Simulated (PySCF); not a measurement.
Compound: C6H10FN.
Numbering: `[CH2:1]=[CH:2][CH2:3][C@@H:4]([F:5])[CH2:6][N:7]=[CH2:8]` (hydrogens: H9, H10 on C1; H11 on C2; H12, H13 on C3; H14 on C4; H15, H16 on C6; H17, H18 on C8)

All values: B3LYP/def2-SVPD (PySCF, non-relativistic), on one gas-phase PBE0-D3(BJ)/def2-SVP geometry that isn't relaxed in the solvent. The solvent is an IEF-PCM continuum (cavity from Bondi-type radii × 1.2). Only the electrostatic response of the medium enters.

Gas phase at B3LYP/def2-SVPD: HOMO -7.10 eV, LUMO -0.89 eV, dipole 1.66 D.

Problem. What does the continuum do to the energy, the frontier levels and the dipole at B3LYP/def2-SVPD in acetone and methanol?

Solution. 
```json
{"solvent": "acetone", "ε": "20.49", "E(solvent) − E(gas) (kcal/mol)": "-5.27", "polarisation term (kcal/mol)": "-6.18", "distortion of the solute (kcal/mol)": "0.91", "HOMO (eV)": "-7.09", "LUMO (eV)": "-0.76", "dipole (D)": "2.30"}
{"solvent": "methanol", "ε": "32.61", "E(solvent) − E(gas) (kcal/mol)": "-5.45", "polarisation term (kcal/mol)": "-6.43", "distortion of the solute (kcal/mol)": "0.98", "HOMO (eV)": "-7.10", "LUMO (eV)": "-0.76", "dipole (D)": "2.32"}
```

The first energy column is the sum of the next two and covers electrostatics alone. From acetone to methanol the lowering changes by a factor 1.03, Onsager's factor (ε − 1)/(2ε + 1) by 1.03 and ε itself by 1.6.

Problem. Which radius a makes the point-dipole formula ΔE = −[(ε − 1)/(2ε + 1)]·μ²/a³ give the value in methanol, with the gas-phase dipole?

Solution. μ = 0.651 au and |ΔE| = 0.00868 Eh give a = 1.51 Å; the farthest nucleus lies 4.30 Å from the centroid of the nuclei, so such a sphere wouldn't even hold the nuclei. The formula assumes a rigid point dipole at the centre of a sphere.

Problem. How does the static polarisability (B3LYP/def2-SVPD, frozen core, with the continuum's full static response) change?

Solution. 
| medium | isotropic (au) | principal values (au) | ⟨r²⟩ of the electrons (bohr²) |
| --- | --- | --- | --- |
| gas | 85.3 | 69.6, 71.1, 115.2 | 1292.4 |
| acetone | 111.5 | 93.7, 96.6, 144.3 | 1290.9 |
| methanol | 112.6 | 94.7, 97.8, 145.3 | 1290.9 |

The isotropic value in methanol is 1.32 times the gas-phase one; no cavity-field correction is applied. ⟨r²⟩ is taken about the centre of nuclear charge.

Shape of the structure used: `[CH2:1]=[CH:2][CH2:3][C@@H:4]([F:5])[CH2:6][N:7]=[CH2:8]`: C1–C2–C3–C4 125°, C2–C3–C4–F5 59°, C3–C4–C6–N7 -53°, C4–C6–N7–C8 -114°.
